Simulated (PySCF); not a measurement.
GeH2Br2, SMILES [Br][GeH2][Br].

The structure is a stationary point at B3LYP-D3(BJ)/def2-SVP.

All values below come from PySCF with M06-2X/def2-TZVPD.

The molecule is in vacuum.

The total energy is -7226.67991 hartree and the point group comes out as C2v. The highest occupied level is -9.73 eV. The lowest empty level is -0.62 eV. The orbital gap is 9.10 eV and the dipole moment comes out as 1.86 D. The quadrupole, principal values (traceless, Buckingham form, about the centre of nuclear charge) comes out as -4.15, 0.30, 3.85 D·Å, the mean static polarisability is 75.0 bohr³ (11.11 Å³) and the polarisability, principal values is 61.7, 70.8, 92.5 bohr³.
